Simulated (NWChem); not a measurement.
The numbers come from NWChem runs, not from measurements. System: ClSi, charge 0, spin multiplicity 4, at the geometry of a parent with another charge or spin, in a state set for the comparison that need not be this species' ground state. Its SCF solution wasn't tested for a lower state. Level: UMP2/def2-TZVP, 10 core orbitals frozen.

Output (cleaned and shortened):

```
             Northwest Computational Chemistry Package (NWChem) 7.3.0
             --------------------------------------------------------

                                NWChem Input Module
                                -------------------

 Scaling coordinates for geometry "geometry" by  1.889725989
 (inverse scale =  0.529177249)

 Turning off AUTOSYM since
 SYMMETRY directive was detected!

                             Geometry "geometry" -> ""
                             -------------------------

 Output coordinates in angstroms (scale by  1.889725989 to convert to a.u.)

  No.       Tag          Charge          X              Y              Z
 ---- ---------------- ---------- -------------- -------------- --------------
    1 Si                  14.0000     0.00000000     0.00000000     1.15079500
    2 Cl                  17.0000     0.00000000     0.00000000    -0.94771400

 Effective nuclear repulsion energy (a.u.)      60.0160329367

            Nuclear Dipole moment (a.u.)
            ----------------------------
        X                 Y               Z
 ---------------- ---------------- ----------------
     0.0000000000     0.0000000000    -0.0000151178

      Symmetry information
      --------------------

 Group name             C2v
 Group number             16
 Group order               4
 No. of unique centers     2

      Symmetry unique atoms

     1    2


 Summary of "ao basis" -> "" (spherical)
 ------------------------------------------------------------------------------
       Tag                 Description            Shells   Functions and Types
 ---------------- ------------------------------  ------  ---------------------
 *                         def2-tzvp                  on all atoms

 Summary of "ao basis" -> "ao basis" (spherical)
 ------------------------------------------------------------------------------
       Tag                 Description            Shells   Functions and Types
 ---------------- ------------------------------  ------  ---------------------
 Si                        def2-tzvp                13       37   5s5p2d1f
 Cl                        def2-tzvp                13       37   5s5p2d1f

                                 NWChem SCF Module
                                 -----------------

  ao basis        = "ao basis"
  functions       =    74
  atoms           =     2
  alpha electrons =    17
  beta  electrons =    14
  charge          =   0.00
  wavefunction    = UHF
  use symmetry    = T
  symmetry adapt  = T

 Summary of "ao basis" -> "ao basis" (spherical)
 ------------------------------------------------------------------------------
       Tag                 Description            Shells   Functions and Types
 ---------------- ------------------------------  ------  ---------------------
 Si                        def2-tzvp                13       37   5s5p2d1f
 Cl                        def2-tzvp                13       37   5s5p2d1f

      Symmetry analysis of basis
      --------------------------

        a1         32
        a2          6
        b1         18
        b2         18

 Forming initial guess at       0.0s

   Symmetry analysis of molecular orbitals - initial alpha
   -------------------------------------------------------

  Numbering of irreducible representations:

     1 a1          2 a2          3 b1          4 b2

  Orbital symmetries:

     1 a1          2 a1          3 a1          4 a1          5 b1
     6 b2          7 a1          8 a1          9 b1         10 b2
    11 a1         12 a1         13 a1         14 b2         15 b1
    16 b2         17 b1         18 a1         19 a1         20 b1
    21 b2         22 a1         23 a2         24 a1         25 b1
    26 b2         27 a1

   Symmetry analysis of molecular orbitals - initial beta
   ------------------------------------------------------

  Numbering of irreducible representations:

     1 a1          2 a2          3 b1          4 b2

  Orbital symmetries:

     1 a1          2 a1          3 a1          4 a1          5 b1
     6 b2          7 a1          8 a1          9 b1         10 b2
    11 a1         12 a1         13 b1         14 b2         15 a1
    16 b2         17 b1         18 a1         19 a1         20 b2
[...]
    19      0.903457  1 Si py                56     -0.271631  2 Cl py
    13      0.151256  1 Si py

 Vector   17  Occ=0.000000D+00  E= 8.550921D-02  Symmetry=b1
              MO Center= -2.2D-16, -1.8D-18,  1.1D+00, r^2= 4.3D+00
   Bfn.  Coefficient  Atom+Function         Bfn.  Coefficient  Atom+Function
  ----- ------------  ---------------      ----- ------------  ---------------
    18      0.903457  1 Si px                55     -0.271631  2 Cl px
    12      0.151256  1 Si px

 center of mass
 --------------
 x =   0.00000000 y =   0.00000000 z =  -0.02836303

 moments of inertia (a.u.)
 ------------------
         244.418531611629           0.000000000000           0.000000000000
           0.000000000000         244.418531611629           0.000000000000
           0.000000000000           0.000000000000           0.000000000000

  Mulliken analysis of the total density
  --------------------------------------

    Atom       Charge   Shell Charges
 -----------   ------   -------------------------------------------------------
    1 Si  14    13.74   2.00  0.58  1.39  0.79  0.39  4.12  1.73  0.49  1.45  0.63  0.05  0.10  0.02
    2 Cl  17    17.26   2.01  0.45  1.52  1.09  0.86  4.18  1.69  1.06  2.85  1.49  0.01  0.03  0.00

  Mulliken analysis of the alpha density
  --------------------------------------

    Atom       Charge   Shell Charges
 -----------   ------   -------------------------------------------------------
    1 Si  14     8.27   1.00  0.30  0.69  0.60  0.32  2.09  0.84  0.37  1.35  0.61  0.03  0.06  0.01
    2 Cl  17     8.73   1.01  0.22  0.76  0.55  0.43  2.10  0.84  0.56  1.50  0.73  0.00  0.02  0.00

   Mulliken analysis of the beta density
   -------------------------------------

    Atom       Charge   Shell Charges
 -----------   ------   -------------------------------------------------------
    1 Si  14     5.47   1.00  0.29  0.71  0.19  0.06  2.03  0.89  0.12  0.10  0.02  0.02  0.04  0.01
    2 Cl  17     8.53   1.01  0.22  0.76  0.54  0.43  2.09  0.85  0.50  1.35  0.76  0.00  0.02  0.00

   Mulliken analysis of the spin density
   -------------------------------------

    Atom       Charge   Shell Charges
 -----------   ------   -------------------------------------------------------
    1 Si  14     2.80   0.00  0.01 -0.02  0.41  0.26  0.06 -0.05  0.26  1.25  0.58  0.01  0.03 -0.00
    2 Cl  17     0.20   0.00  0.00 -0.00  0.01  0.00  0.01 -0.01  0.06  0.15 -0.03  0.00  0.00  0.00

       Multipole analysis of the density wrt the origin
       ------------------------------------------------

     L   x y z        total         alpha         beta         nuclear
     -   - - -        -----         -----         ----         -------
     0   0 0 0     -0.000000    -17.000000    -14.000000     31.000000

     1   1 0 0      0.000000      0.000000      0.000000      0.000000
     1   0 1 0      0.000000      0.000000      0.000000      0.000000
     1   0 0 1      0.584021     -3.241216      3.825252     -0.000015

     2   2 0 0    -20.110198    -14.015599     -6.094599      0.000000
     2   1 1 0      0.000000      0.000000      0.000000      0.000000
     2   1 0 1      0.000000      0.000000      0.000000      0.000000
     2   0 2 0    -20.110198    -14.015599     -6.094599      0.000000
     2   0 1 1     -0.000000     -0.000000      0.000000      0.000000
     2   0 0 2    -17.309596    -81.977212    -56.067778    120.735395

                   NWChem MP2 Semi-direct Energy/Gradient Module
                   ---------------------------------------------

  Basis functions       =     74
  Molecular orbitals    =     74
  Frozen core           =     10
  Frozen virtuals       =      0
  Active alpha occupied =      7
  Active beta occupied  =      4
  Active alpha virtual  =     57
  Active beta virtual   =     60
  Use MO symmetry       = T
  Use skeleton AO sym   = T

  AO/Fock/Back tols     =   1.0D-09  1.0D-09  1.0D-09

 GA uses MA = F    GA memory limited = T

 Available:
  local mem=  1.26D+08
 global mem=  1.44D+08
 local disk=  0.00D+00
  mp2_memr nvloc                    57
  nvloc new                    57
   1 passes of   7:        4194304                      31113                   3714316.
   1 passes of   7: M    126152428           G      144168248           F     121958124.

 Semi-direct pass number   1 of   1  for UHF alpha       at        0.5s
  vrange nnbf                  2731
  mp2_eaftype                    14  avail_ma_in_mb                  1099
 EAF : mp2_eaftype filesize          14    1857158.
  mp2_eaf for mointskh                     14
Node 0 wrote      8.7 Mb in      0.0 s     Agg I/O rate:  3510.8 Mb/s
 Done moints_semi at        1.2s
  mp2_eaftype                    14  avail_ma_in_mb                  1085
 EAF : mp2_eaftype filesize          14    1857158.
  mp2_eaf for kh                    14
 Done maket at        1.2s
 Done multipass loop at        1.2s

 GA uses MA = F    GA memory limited = T

 Available:
  local mem=  1.26D+08
 global mem=  1.44D+08
 local disk=  0.00D+00
  mp2_memr nvloc                    60
  nvloc new                    60
   1 passes of   4:        4194304                      23166                   2237938.
   1 passes of   4: M    126152428           G      144168248           F     121958124.

 Semi-direct pass number   1 of   1  for UHF beta        at        1.2s
  vrange nnbf                  2731
  mp2_eaftype                    10  avail_ma_in_mb                  1099
 EAF : mp2_eaftype filesize          10    1118969.
  mp2_eaf for mointskh                     10
Node 0 wrote      5.2 Mb in      0.0 s     Agg I/O rate:  4010.5 Mb/s
 Done moints_semi at        1.9s
  mp2_eaftype                    10  avail_ma_in_mb                  1089
 EAF : mp2_eaftype filesize          10    1118969.
  mp2_eaf for kh                    10
 Done maket at        1.9s
 Done multipass loop at        1.9s

          -------------------------------------------
          SCF energy                -748.363282641046
          Correlation energy          -0.230943988271
          Singlet pairs                0.000000000000
          Triplet pairs                0.000000000000
          Total MP2 energy          -748.594226629317
          -------------------------------------------

          ---------------------------------------------------
                    Spin Component Scaled (SCS) MP2
          Same spin pairs                     -0.065961457036
          Same spin scaling factor             0.333333333333
          Opposite spin pairs                 -0.164982531235
          Opposite spin scaling fact.          1.200000000000
          SCS-MP2 correlation energy          -0.219966189828
          Total SCS-MP2 energy              -748.583248830873
          ---------------------------------------------------

 -----------------------
 Performance information
 -----------------------

 Timer overhead =  1.22D-07 seconds/call

               Nr. of calls         CPU time (s)                 Wall time (s)                GFlops
             ---------------    -------------------     ------------------------------   -------------------
Name         Min   Avg   Max    Min     Avg     Max     Min     Avg     Max   Mx/calls   Min     Max     Sum
mp2: moin     2     2     2    1.3     1.3     1.3      1.3     1.3     1.3    0.64      0.0     0.0     0.0
mp2: make     2     2     2   3.76E-2 3.76E-2 3.76E-2  3.76E-2 3.76E-2 3.76E-2 1.88E-2   0.0     0.0     0.0
mp2: tota     1     1     1    1.4     1.4     1.4      1.4     1.4     1.4     1.4      0.0     0.0     0.0

 The average no. of pstat calls per process was 5.00D+00
 with a timing overhead of 6.12D-07s

 Task  times  cpu:        1.9s     wall:        1.9s

 Total times  cpu:        1.9s     wall:        1.9s
```

Q: Write an NWChem input that would produce this output.

A: Several could match; the one computed here: 
```
start mol
memory heap 200 mb stack 900 mb global 1100 mb
geometry units angstroms nocenter noautoz
  Si     0.000000     0.000000     1.150795
  Cl     0.000000     0.000000    -0.947714
  symmetry group C2v
end
basis spherical
  * library def2-tzvp
end
scf
  uhf
  nopen 3
  maxiter 100
  thresh 1e-7
  semidirect memsize 60000000 filesize 0
  # guess.movecs holds the orbitals of an unrestricted PBE0 run
  vectors input guess.movecs output mol.movecs
end
mp2
  freeze core 10
end
task mp2 energy
```
